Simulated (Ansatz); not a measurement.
**C4H8F2SSi: where a starting geometry ends**

The starting geometry of this gas-phase singlet was optimised with GFN2-xTB; its bonds are those of `CS[SiH2]C(C)=C(F)F`.

| atom | x (Å) | y (Å) | z (Å) |
| --- | --- | --- | --- |
| C | -1.2371 | 0.4733 | -3.3546 |
| C | 0.5733 | -1.0152 | -0.7564 |
| C | 1.8387 | -1.7889 | -0.9664 |
| C | 0.6011 | 0.1993 | -0.2467 |
| F | 1.6833 | 0.8758 | 0.1450 |
| F | -0.4778 | 0.9607 | -0.0348 |
| S | -1.3809 | -1.3450 | -3.3656 |
| Si | -1.0765 | -1.7757 | -1.2871 |
| H | -1.9389 | 0.8945 | -2.6428 |
| H | -1.4752 | 0.8111 | -4.3571 |
| H | -0.2204 | 0.7563 | -3.1008 |
| H | -2.1659 | -1.2050 | -0.5051 |
| H | -0.9677 | -3.2232 | -1.2384 |
| H | 2.7172 | -1.1902 | -0.7375 |
| H | 1.8969 | -2.1267 | -1.9996 |
| H | 1.8380 | -2.6712 | -0.3285 |

Task: Where would you expect an optimisation with r2SCAN-D4/def2-SVP to take it?

Result: It keeps its bonds, and is `CS[SiH2]C(C)=C(F)F`.

The energy falls by 0.10 eV over 19 steps:

```json
{"step": "1", "E − E(last) (eV)": "0.105"}
{"step": "3", "E − E(last) (eV)": "0.016"}
{"step": "5", "E − E(last) (eV)": "0.011"}
{"step": "7", "E − E(last) (eV)": "0.008"}
{"step": "9", "E − E(last) (eV)": "0.005"}
{"step": "11", "E − E(last) (eV)": "0.003"}
{"step": "13", "E − E(last) (eV)": "0.001"}
{"step": "15", "E − E(last) (eV)": "0.000"}
{"step": "17", "E − E(last) (eV)": "0.000"}
{"step": "19", "E − E(last) (eV)": "0.000"}
```

Final geometry (Å):

```yaml
atoms:
  - { symbol: C, position_ang: [-1.1902, 0.3059, -3.5263] }
  - { symbol: C, position_ang: [0.5486, -0.9677, -0.6614] }
  - { symbol: C, position_ang: [1.7964, -1.6432, -1.1732] }
  - { symbol: C, position_ang: [0.6361, 0.1179, 0.1150] }
  - { symbol: F, position_ang: [1.7634, 0.6814, 0.5152] }
  - { symbol: F, position_ang: [-0.3833, 0.8013, 0.6036] }
  - { symbol: S, position_ang: [-1.2959, -1.5127, -3.3299] }
  - { symbol: Si, position_ang: [-1.1122, -1.6448, -1.1937] }
  - { symbol: H, position_ang: [-2.0450, 0.8083, -3.0502] }
  - { symbol: H, position_ang: [-1.2145, 0.5089, -4.6056] }
  - { symbol: H, position_ang: [-0.2493, 0.6970, -3.1114] }
  - { symbol: H, position_ang: [-2.2160, -0.9194, -0.5015] }
  - { symbol: H, position_ang: [-1.1803, -3.1084, -0.9132] }
  - { symbol: H, position_ang: [2.7069, -1.0847, -0.9128] }
  - { symbol: H, position_ang: [1.7525, -1.7475, -2.2701] }
  - { symbol: H, position_ang: [1.8911, -2.6622, -0.7608] }
```

The end wasn't checked by frequencies. Run with Ansatz 0.2.0, 56 s on 4 threads of Arm Neoverse V1, on a shared host.
